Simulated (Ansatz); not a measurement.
# Relative stability

The two ends of one reaction step of GeH$_{4}$SO, closed shell (PBE0-D4/def2-TZVP).

A:

```
7
angstrom
Ge -0.6457 0.2353 0.8634
S 1.3514 -0.0355 -0.9225
O -1.8206 -0.5612 0.0306
H 0.4530 0.3193 -1.8581
H -0.5127 1.7771 0.8945
H 0.1821 -0.4064 2.0031
H 0.9926 -1.3285 -1.0110
```

B:

```csv
atom,x (Å),y (Å),z (Å)
Ge1,-0.1263,0.2495,0.5194
S2,1.7501,0.2221,-0.6653
O3,-1.4781,-0.4076,-0.4280
H4,-1.5393,-0.0056,-1.2982
H5,-0.3502,1.7310,0.8627
H6,-0.0565,-0.6704,1.7404
H7,1.8005,-1.1188,-0.7310
```

Program: Ansatz 0.2.0. Basis: def2-TZVPP. Cores are frozen in the correlated methods. Filled d shells of the heavier atoms are correlated. The def2 sets are not built for correlating such inner shells, so the correlated values are less sure here. B3LYP uses VWN-RPA correlation.

Problem. Which structure is lower at CCSD(T), and by how much? (An estimate is asked for; the value comes from the calculation.)

Solution. By the calculation: B, by 2.412 eV (electronic energy, against the other). By their contacts, A is GeH₄SO ([O][GeH2][SH2]) and B is GeH₄SO ([OH][GeH2][SH]).

All methods give the same order:

```tsv
method	E(B) − E(A) (eV)
SPW92	-2.274
PBE-D4	-2.141
BLYP-D4	-2.026
r2SCAN-D4	-2.322
B97M-V	-2.332
PBE0-D4	-2.429
B3LYP-D4	-2.282
r2SCAN0-D4	-2.533
BHLYP-D4	-2.579
CAM-B3LYP-D4	-2.414
wB97X-V	-2.462
wB97M-V	-2.443
B2PLYP	-2.300
PBE-QIDH	-2.526
RPA on PBE	-2.269
HF	-2.840
MP2	-2.380
CCSD	-2.517
CCSD(T)	-2.412
```

T1 diagnostic: at most 0.019.

Labels in which every atom is bracketed show which atoms are joined, not bond orders.

For scale, one of the runs: CCSD(T)/def2-TZVPP, 177 basis functions, launched by `ansatz run in.yaml --threads 2 --pin off --events-out ev --progress --plain --max-ram 4352MiB`. Time: 35 s of wall clock on 2 CPU threads of an Intel Xeon Platinum 8375C; the host was shared. Peak host memory: 1.6 GiB.
